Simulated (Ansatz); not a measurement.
Ansatz (a program for electronic structure) input (B3LYP-D3(BJ)/def2-TZVP):

Ansatz 0.2 input:
```yaml
crystal:
  periodic: [false, false, false]
  atoms:
    - {symbol: C, position_ang: [2.18860447, 0.46617019, -0.93183302]}
    - {symbol: C, position_ang: [1.49392183, 0.01164090, 0.30059645]}
    - {symbol: C, position_ang: [0.06685145, -0.41775167, 0.32874556]}
    - {symbol: C, position_ang: [-0.84818306, 0.38197898, -0.60572319]}
    - {symbol: C, position_ang: [-2.28570366, -0.12527910, -0.60418958]}
    - {symbol: O, position_ang: [-0.43147757, -0.41901522, 1.67293971]}
    - {symbol: H, position_ang: [2.20010937, -0.31424086, -1.70774580]}
    - {symbol: H, position_ang: [3.22509325, 0.73311039, -0.72669880]}
    - {symbol: H, position_ang: [1.70121399, 1.33420734, -1.38686218]}
    - {symbol: H, position_ang: [2.08345641, -0.26577605, 1.16675848]}
    - {symbol: H, position_ang: [-0.00089055, -1.47655033, 0.03017050]}
    - {symbol: H, position_ang: [-0.81711933, 1.43533736, -0.30542762]}
    - {symbol: H, position_ang: [-0.44081305, 0.33621317, -1.61923218]}
    - {symbol: H, position_ang: [-2.70733082, -0.09416382, 0.40009124]}
    - {symbol: H, position_ang: [-2.91491054, 0.47740082, -1.26124204]}
    - {symbol: H, position_ang: [-2.33390866, -1.16015624, -0.95181143]}
    - {symbol: H, position_ang: [-0.23602547, 0.44618419, 2.05290472]}
basis:
  gaussian:
    orbitals: def2-TZVP
hamiltonian:
  xc: b3lyp
  dispersion: d3bj
magnetization: {spin_polarized: true, initial_magnetization: 1}
phonons: {temperatures: {t_min: 298.15, t_max: 298.15, t_step: 100}}
```

Output:

```
Functional definition: B3LYP
integrals: 0.19 GiB planned
1535 factors; their error is unknown
0.35 GiB of the device are held for the grids
1.49 GiB of device memory are held for the factors and their scratch space
mean field: 1.75 GiB planned
mean field evaluation 1: about -7397.9813 eV, gradient 5.9e1 eV
mean field evaluation 2: about -7387.3235 eV, gradient 7.5e1 eV
mean field evaluation 4: about -7413.1615 eV, gradient 4.9e0 eV
mean field evaluation 8: about -7413.2514 eV, gradient 7.2e-2 eV
mean field evaluation 16: about -7413.2157 eV, gradient 3.8e-4 eV
mean field -7413.21572359 eV, -272.4306529838 hartree, gradient 3.2e-5 eV, S^2 0.754046; 0 other end points of the search recorded, 0 dependent functions left out
the calculation of the forces begins
reference -7413.21604111 eV, -272.4306646524 hartree; 25, 24 occupied and 227, 228 virtual orbitals, 1535 factors
these checks for a lower state are left out or cut short: stability, starts, cluster_reference, orbital_swaps, neighbouring_geometries, increment
integrals: 0.19 GiB planned
1535 factors; their error is unknown
0.35 GiB of the device are held for the grids
1.49 GiB of device memory are held for the factors and their scratch space
mean field: 1.76 GiB planned
mean field -7413.21562610 eV, -272.4306494010 hartree, gradient 2.8e-6 eV, S^2 0.754048; 0 other end points of the search recorded, 0 dependent functions left out
the calculation of the forces begins
reference -7413.21594358 eV, -272.4306610682 hartree; 25, 24 occupied and 227, 228 virtual orbitals, 1535 factors
these checks for a lower state are left out or cut short: stability, starts, cluster_reference, orbital_swaps, neighbouring_geometries, increment
integrals: 0.19 GiB planned
1535 factors; their error is unknown
0.35 GiB of the device are held for the grids
1.49 GiB of device memory are held for the factors and their scratch space
mean field: 1.76 GiB planned
mean field evaluation 32: about -7413.2155 eV, gradient 2.4e-6 eV
mean field -7413.21548401 eV, -272.4306441793 hartree, gradient 2.8e-6 eV, S^2 0.754044; 0 other end points of the search recorded, 0 dependent functions left out
the calculation of the forces begins
reference -7413.21580157 eV, -272.4306558495 hartree; 25, 24 occupied and 227, 228 virtual orbitals, 1535 factors
these checks for a lower state are left out or cut short: stability, starts, cluster_reference, orbital_swaps, neighbouring_geometries, increment
integrals: 0.19 GiB planned
1535 factors; their error is unknown
0.34 GiB of the device are held for the grids
1.49 GiB of device memory are held for the factors and their scratch space
mean field: 1.76 GiB planned
mean field -7413.21558586 eV, -272.4306479223 hartree, gradient 2.8e-6 eV, S^2 0.754051; 0 other end points of the search recorded, 0 dependent functions left out
the calculation of the forces begins
reference -7413.21590334 eV, -272.4306595895 hartree; 25, 24 occupied and 227, 228 virtual orbitals, 1535 factors
these checks for a lower state are left out or cut short: stability, starts, cluster_reference, orbital_swaps, neighbouring_geometries, increment
integrals: 0.19 GiB planned
1535 factors; their error is unknown
0.35 GiB of the device are held for the grids
1.49 GiB of device memory are held for the factors and their scratch space
mean field: 1.76 GiB planned
mean field -7413.21556302 eV, -272.4306470830 hartree, gradient 2.8e-6 eV, S^2 0.754041; 0 other end points of the search recorded, 0 dependent functions left out
[...]
reference -7413.21605686 eV, -272.4306652312 hartree; 25, 24 occupied and 227, 228 virtual orbitals, 1535 factors
these checks for a lower state are left out or cut short: stability, starts, cluster_reference, orbital_swaps, neighbouring_geometries, increment
integrals: 0.19 GiB planned
1535 factors; their error is unknown
0.35 GiB of the device are held for the grids
1.49 GiB of device memory are held for the factors and their scratch space
mean field: 1.76 GiB planned
mean field -7413.21561677 eV, -272.4306490582 hartree, gradient 2.8e-6 eV, S^2 0.754046; 0 other end points of the search recorded, 0 dependent functions left out
the calculation of the forces begins
reference -7413.21593425 eV, -272.4306607254 hartree; 25, 24 occupied and 227, 228 virtual orbitals, 1535 factors
these checks for a lower state are left out or cut short: stability, starts, cluster_reference, orbital_swaps, neighbouring_geometries, increment
integrals: 0.19 GiB planned
1535 factors; their error is unknown
0.35 GiB of the device are held for the grids
1.49 GiB of device memory are held for the factors and their scratch space
mean field: 1.76 GiB planned
mean field evaluation 672: about -7413.2507 eV, gradient 5.3e-4 eV
mean field -7413.21564668 eV, -272.4306501573 hartree, gradient 2.8e-6 eV, S^2 0.754046; 0 other end points of the search recorded, 0 dependent functions left out
the calculation of the forces begins
reference -7413.21596424 eV, -272.4306618274 hartree; 25, 24 occupied and 227, 228 virtual orbitals, 1535 factors
these checks for a lower state are left out or cut short: stability, starts, cluster_reference, orbital_swaps, neighbouring_geometries, increment
integrals: 0.19 GiB planned
1535 factors; their error is unknown
0.35 GiB of the device are held for the grids
1.49 GiB of device memory are held for the factors and their scratch space
mean field: 1.76 GiB planned
mean field -7413.21568618 eV, -272.4306516091 hartree, gradient 2.8e-6 eV, S^2 0.754046; 0 other end points of the search recorded, 0 dependent functions left out
the calculation of the forces begins
reference -7413.21600368 eV, -272.4306632769 hartree; 25, 24 occupied and 227, 228 virtual orbitals, 1535 factors
these checks for a lower state are left out or cut short: stability, starts, cluster_reference, orbital_swaps, neighbouring_geometries, increment
integrals: 0.19 GiB planned
1535 factors; their error is unknown
0.35 GiB of the device are held for the grids
1.49 GiB of device memory are held for the factors and their scratch space
mean field: 1.76 GiB planned
mean field -7413.21571539 eV, -272.4306526826 hartree, gradient 2.8e-6 eV, S^2 0.754046; 0 other end points of the search recorded, 0 dependent functions left out
the calculation of the forces begins
reference -7413.21603294 eV, -272.4306643521 hartree; 25, 24 occupied and 227, 228 virtual orbitals, 1535 factors
these checks for a lower state are left out or cut short: stability, starts, cluster_reference, orbital_swaps, neighbouring_geometries, increment
integrals: 0.19 GiB planned
1535 factors; their error is unknown
0.35 GiB of the device are held for the grids
1.49 GiB of device memory are held for the factors and their scratch space
mean field: 1.76 GiB planned
mean field -7413.21571345 eV, -272.4306526111 hartree, gradient 2.8e-6 eV, S^2 0.754046; 0 other end points of the search recorded, 0 dependent functions left out
the calculation of the forces begins
reference -7413.21603097 eV, -272.4306642799 hartree; 25, 24 occupied and 227, 228 virtual orbitals, 1535 factors
these checks for a lower state are left out or cut short: stability, starts, cluster_reference, orbital_swaps, neighbouring_geometries, increment
integrals: 0.19 GiB planned
1535 factors; their error is unknown
0.35 GiB of the device are held for the grids
1.49 GiB of device memory are held for the factors and their scratch space
mean field: 1.76 GiB planned
mean field evaluation 704: about -7413.2157 eV, gradient 2.4e-6 eV
mean field -7413.21571429 eV, -272.4306526419 hartree, gradient 2.8e-6 eV, S^2 0.754046; 0 other end points of the search recorded, 0 dependent functions left out
the calculation of the forces begins
reference -7413.21603180 eV, -272.4306643104 hartree; 25, 24 occupied and 227, 228 virtual orbitals, 1535 factors
these checks for a lower state are left out or cut short: stability, starts, cluster_reference, orbital_swaps, neighbouring_geometries, increment
integrals: 0.19 GiB planned
1535 factors; their error is unknown
0.35 GiB of the device are held for the grids
1.49 GiB of device memory are held for the factors and their scratch space
mean field: 1.76 GiB planned
mean field -7413.21560789 eV, -272.4306487319 hartree, gradient 2.8e-6 eV, S^2 0.754046; 0 other end points of the search recorded, 0 dependent functions left out
the calculation of the forces begins
reference -7413.21592540 eV, -272.4306604001 hartree; 25, 24 occupied and 227, 228 virtual orbitals, 1535 factors
these checks for a lower state are left out or cut short: stability, starts, cluster_reference, orbital_swaps, neighbouring_geometries, increment
integrals: 0.19 GiB planned
1535 factors; their error is unknown
0.35 GiB of the device are held for the grids
1.49 GiB of device memory are held for the factors and their scratch space
mean field: 1.76 GiB planned
mean field -7413.21559037 eV, -272.4306480880 hartree, gradient 2.8e-6 eV, S^2 0.754046; 0 other end points of the search recorded, 0 dependent functions left out
the calculation of the forces begins
reference -7413.21590790 eV, -272.4306597571 hartree; 25, 24 occupied and 227, 228 virtual orbitals, 1535 factors
these checks for a lower state are left out or cut short: stability, starts, cluster_reference, orbital_swaps, neighbouring_geometries, increment
integrals: 0.19 GiB planned
1535 factors; their error is unknown
0.35 GiB of the device are held for the grids
1.49 GiB of device memory are held for the factors and their scratch space
mean field: 1.76 GiB planned
mean field -7413.21573116 eV, -272.4306532620 hartree, gradient 2.8e-6 eV, S^2 0.754046; 0 other end points of the search recorded, 0 dependent functions left out
the calculation of the forces begins
reference -7413.21604872 eV, -272.4306649320 hartree; 25, 24 occupied and 227, 228 virtual orbitals, 1535 factors
these checks for a lower state are left out or cut short: stability, starts, cluster_reference, orbital_swaps, neighbouring_geometries, increment
integrals: 0.19 GiB planned
1535 factors; their error is unknown
0.35 GiB of the device are held for the grids
1.49 GiB of device memory are held for the factors and their scratch space
mean field: 1.76 GiB planned
mean field -7413.21563932 eV, -272.4306498871 hartree, gradient 2.8e-6 eV, S^2 0.754046; 0 other end points of the search recorded, 0 dependent functions left out
the calculation of the forces begins
reference -7413.21595681 eV, -272.4306615545 hartree; 25, 24 occupied and 227, 228 virtual orbitals, 1535 factors
Total energy: -7413.79735210 eV, -272.4520274373 hartree
Atom 0 at     2.188604     0.466170    -0.931833 Å, force     0.000125    -0.000573     0.000409 eV/Å
Atom 1 at     1.493922     0.011641     0.300596 Å, force    -0.000721     0.000315    -0.000728 eV/Å
Atom 2 at     0.066851    -0.417752     0.328746 Å, force     0.000594     0.000297    -0.000353 eV/Å
Atom 3 at    -0.848183     0.381979    -0.605723 Å, force     0.000022    -0.000484    -0.000179 eV/Å
Atom 4 at    -2.285704    -0.125279    -0.604190 Å, force     0.000015     0.000106    -0.000069 eV/Å
Atom 5 at    -0.431478    -0.419015     1.672940 Å, force    -0.000575    -0.000976     0.000299 eV/Å
Atom 6 at     2.200109    -0.314241    -1.707746 Å, force    -0.000216    -0.000033    -0.000294 eV/Å
Atom 7 at     3.225093     0.733110    -0.726699 Å, force     0.000784     0.000295    -0.000006 eV/Å
Atom 8 at     1.701214     1.334207    -1.386862 Å, force    -0.000259     0.000495    -0.000040 eV/Å
Atom 9 at     2.083456    -0.265776     1.166758 Å, force     0.000503    -0.000183     0.000611 eV/Å
Atom 10 at    -0.000891    -1.476550     0.030170 Å, force    -0.000302     0.000233     0.000162 eV/Å
Atom 11 at    -0.817119     1.435337    -0.305428 Å, force     0.000099    -0.000246    -0.000146 eV/Å
Atom 12 at    -0.440813     0.336213    -1.619232 Å, force    -0.000252    -0.000045     0.000274 eV/Å
Atom 13 at    -2.707331    -0.094164     0.400091 Å, force     0.000066    -0.000004    -0.000168 eV/Å
Atom 14 at    -2.914911     0.477401    -1.261242 Å, force     0.000016    -0.000083     0.000065 eV/Å
Atom 15 at    -2.333909    -1.160156    -0.951811 Å, force    -0.000093     0.000248     0.000116 eV/Å
Atom 16 at    -0.236025     0.446184     2.052905 Å, force     0.000195     0.000637     0.000048 eV/Å
Dipole moment:     0.185064     0.230773    -0.218981 e Å
Vibrations: 62.95 102.15 139.17 203.27 224.78 285.96 303.41 414.99 452.08 485.92 559.48 774.81 833.20 940.72 979.40 987.91 1048.41 1064.22 1101.93 1137.88 1176.08 1231.78 1284.11 1326.87 1365.18 1377.94 1399.22 1411.11 1416.99 1472.29 1482.68 1488.89 1495.83 1508.80 2930.30 2955.26 3011.68 3027.35 3033.56 3055.69 3089.83 3100.10 3113.87 3164.65 3770.92 cm⁻¹, zero-point energy 4.078685 eV
```

It need not be the lowest isomer of its formula.
